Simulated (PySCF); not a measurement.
Excitations are Tamm–Dancoff values on a coarser integration grid. The basis has no diffuse functions, so Rydberg states are missing or too high.

Z-matrix (Å, degrees):
```
Si
O 1 1.6326
C 2 1.4048 1 127.12
H 3 1.0995 2 108.32 1 179.27
H 3 1.1026 4 108.67 2 -121.07
H 3 1.1041 4 108.45 5 -117.85
O 1 1.6326 2 109.83 3 -179.21
C 7 1.4048 1 127.11 2 59.97
H 8 1.0994 7 108.32 1 179.27
H 8 1.1026 9 108.67 7 -121.08
H 8 1.1041 9 108.45 10 -117.85
O 1 1.6326 2 109.84 3 59.87
C 12 1.4049 1 127.10 2 -179.09
H 13 1.0994 12 108.32 1 179.25
H 13 1.1026 14 108.67 12 -121.08
H 13 1.1041 14 108.45 15 -117.85
I 1 2.4614 2 109.08 3 -59.67
```
Charge 0, multiplicity 1.

Q: What T1 excitation (TDA), LUMO, total energy, S1 oscillator strength, HOMO–LUMO gap, dipole moment, S1–T1 gap (TDA) and S1 excitation (TDA) does PBE-D3(BJ)/def2-TZVP // PBE0-D3(BJ)/def2-SVP in PySCF give?

A: 
```yaml
T1 excitation (TDA): 5.50 eV
LUMO: -0.70 eV
total_energy: -932.3704 Ha
S1 oscillator strength: 0.018
HOMO–LUMO gap: 5.72 eV
dipole_moment: 0.52 D
S1–T1 gap (TDA): 0.42 eV
S1 excitation (TDA): 5.93 eV
```
